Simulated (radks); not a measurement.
Species: C I. Configuration: [He] 2s2 2p2 (the NIST ground configuration).

All-electron calculation, non-relativistic Kohn-Sham, PBE, spin-polarised, spherical densities, point nucleus; open shells are filled with parallel spins first. Program: a radial shooting solver on a logarithmic mesh with Libxc functionals.

Energy parts (eV):
part                     energy
total                 -1028.419
kinetic                1025.033
electron-nucleus      -2397.539
Hartree                 483.839
exchange-correlation   -139.751

Orbitals (lengths in bohr, moments of r in powers of bohr; <r^-3> diverges for s and p1/2; r(max) is where P^2 peaks; r(90%) holds 90 % of the orbital's charge):
| orbital | occ. | eigenvalue (eV) | <r^-3> | <r^4> | r(90%) | r(max) |
|---|---|---|---|---|---|---|
| 1s up | 1 | -273.0232 | - | 0.02636 | 0.487 | 0.1742 |
| 1s down | 1 | -272.2123 | - | 0.02601 | 0.486 | 0.1740 |
| 2s up | 1 | -14.6298 | - | 16.68 | 2.48 | 1.209 |
| 2s down | 1 | -11.8710 | - | 20.07 | 2.59 | 1.224 |
| 2p up | 2 | -6.0987 | 1.769 | 39.40 | 3.01 | 1.191 |
| 2p down | 0 | -3.6113 | 1.573 | 67.58 | 3.41 | 1.231 |

The highest occupied level is 2p up at -6.099 eV. Virial ratio -V/T = 2.00330.
